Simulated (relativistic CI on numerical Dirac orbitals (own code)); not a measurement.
**Ir5+: L2,3 absorption edge**

Computed with this model: Dirac-Coulomb-Breit CI, separate exchange-only KLI orbitals for each configuration, a model potential for QED, valence Slater integrals scaled by 0.8, multiplet model of core-to-valence dipole absorption; configurations [Xe] 4f14 5d4 → [He] 2s2 2p5 3s2 3p6 3d10 4s2 4p6 4d10 4f14 5s2 5p6 5d5; 300 K; Lorentzian 7.5 eV and Gaussian 1 eV FWHM. Energies are those of the free ion, without screening or charge transfer. The branching ratio is the share of the lower-energy edge in the whole absorption, uncertain by about 0.02 where the edges overlap. S is read from ⟨S²⟩ = S(S + 1).

Field parameters in Wybourne normalisation: D4h B²₀ = −7Ds, B⁴₀ = 21(Dq − Dt), B⁴₄ = 21√(5/14) Dq. The field is a parameter set, without covalency.

Computed curve for free ion, scaled to 100 at the maximum (points under 2 are left out and the grid is thinned):

| Energy (eV) | Intensity |
| --- | --- |
| 11192.0 | 2.0 |
| 11193.0 | 2.2 |
| 11194.0 | 2.4 |
| 11195.5 | 2.7 |
| 11196.5 | 2.9 |
| 11197.5 | 3.2 |
| 11198.5 | 3.5 |
| 11199.5 | 3.9 |
| 11200.5 | 4.3 |
| 11202.0 | 5.0 |
| 11203.0 | 5.7 |
| 11204.0 | 6.4 |
| 11205.0 | 7.3 |
| 11206.0 | 8.4 |
| 11207.5 | 10.6 |
| 11208.5 | 12.5 |
| 11209.5 | 14.9 |
| 11210.5 | 18.1 |
| 11211.5 | 22.4 |
| 11213.0 | 31.6 |
| 11214.0 | 40.6 |
| 11215.0 | 52.5 |
| 11216.0 | 67.2 |
| 11217.0 | 82.8 |
| 11218.0 | 95.3 |
| 11219.5 | 98.5 |
| 11220.5 | 88.7 |
| 11221.5 | 73.8 |
| 11222.5 | 58.5 |
| 11223.5 | 45.6 |
| 11225.0 | 31.5 |
| 11226.0 | 24.9 |
| 11227.0 | 20.1 |
| 11228.0 | 16.4 |
| 11229.0 | 13.6 |
| 11230.5 | 10.5 |
| 11231.5 | 9.0 |
| 11232.5 | 7.8 |
| 11233.5 | 6.8 |
| 11234.5 | 6.0 |
| 11235.5 | 5.3 |
| 11237.0 | 4.5 |
| 11238.0 | 4.1 |
| 11239.0 | 3.7 |
| 11240.0 | 3.3 |
| 11241.0 | 3.0 |
| 11242.5 | 2.7 |
| 11243.5 | 2.5 |
| 11244.5 | 2.3 |
| 11245.5 | 2.1 |
| 12826.5 | 2.1 |
| 12828.0 | 3.1 |
| 12829.0 | 4.0 |
| 12830.0 | 4.7 |
| 12831.0 | 5.1 |
| 12832.0 | 4.9 |
| 12833.0 | 4.3 |
| 12834.5 | 3.2 |
| 12835.5 | 2.5 |
| 12836.5 | 2.0 |

The ground state has S = 1.65, and the centroid lies at 11296.98 eV.
